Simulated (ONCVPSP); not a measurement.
An all-electron radial function and its pseudo partner (As)

Columns: radius, all-electron u(r) and pseudo u(r) of the 3d shell (level -40.65 eV) of arsenic in the configuration [Ne] 3s2 3p6 3d10 4s2 4p3; PBE, scalar-relativistic, ONCV scheme, ONCVPSP 4.0.1.

```
r (bohr)  all-electron  pseudo
   0.060        0.0607  0.0169
   0.120        0.2739  0.1262
   0.180        0.5486  0.3648
   0.240        0.8013  0.6795
   0.300        0.9936  0.9777
   0.360        1.1196  1.1879
   0.420        1.1855  1.2656
   0.480        1.2032  1.2382
   0.540        1.1859  1.1893
   0.600        1.1449  1.1446
   0.660        1.0887  1.0884
   0.720        1.0237  1.0234
   0.780        0.9546  0.9543
   0.840        0.8844  0.8841
   0.900        0.8152  0.8150
   0.960        0.7485  0.7483
   1.020        0.6851  0.6849
   1.080        0.6254  0.6253
   1.140        0.5698  0.5697
   1.200        0.5183  0.5182
   1.260        0.4708  0.4707
   1.320        0.4272  0.4271
   1.380        0.3873  0.3872
   1.440        0.3509  0.3508
   1.500        0.3177  0.3176
   1.560        0.2875  0.2874
```

(1) How many radial nodes do the two functions have?

(2) At about which radius was the pseudo-wave matched?

(3) Is the pseudo-wave norm-conserving?

Results:

(1) The all-electron 3d function has n − l − 1 = 0; the pseudo-wave has 0.

(2) 0.60 bohr, where the columns begin to agree (steps of 0.06 bohr).

(3) Yes: the ONCV scheme keeps the norm inside the radius equal to the all-electron one, which fixes the energy derivative of the logarithmic derivative at the level.
